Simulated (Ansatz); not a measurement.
Consider the cleavage of the Al–B bond: `[BH2][AlH][N](C)[SiH3]` + H–F → `C[N]([SiH3])[AlH][F]` + BH₃.

Computed with Ansatz on PBE0-D4/def2-TZVP structures; ΔE is electronic, products minus reactants. CCSD(T)/CBS adds triple-zeta CCSD(T) − MP2 to the extrapolated MP2 energy (def2 sets, frozen cores). This one scheme is used for every species. DFT in def2-TZVPP. B3LYP here is the variant with VWN-RPA as its local correlation; programs differ in this. One conformer a species, not always the lowest.

(1) Is it downhill or uphill in electronic energy at CCSD(T)/CBS, and by how much? (Best estimate.)

(2) What do these levels give: r2SCAN-D4, B3LYP-D4, ωB97X-V, PBE0, HF/def2-TZVPP, MP2/def2-QZVPP? (Estimate.)

Largest T1 diagnostic among the species: 0.012.

Results:

(1) Computed: Downhill: ΔE = -2.22 eV.

(2) Computed: r2SCAN-D4 -2.27, B3LYP-D4 -2.28, ωB97X-V -2.25, PBE0 -2.12, HF/def2-TZVPP -2.47, MP2/def2-QZVPP -2.33 eV.

From PBE to PBE0 (25 % exact exchange), in def2-TZVPP and without D4, ΔE moves by −0.04 eV. The D4 term adds +0.05 eV with B3LYP and +0.03 eV with PBE0; it sums over pairs of atoms, weighted by their polarisabilities, and B3LYP, whose exchange is more repulsive, gets the larger term.
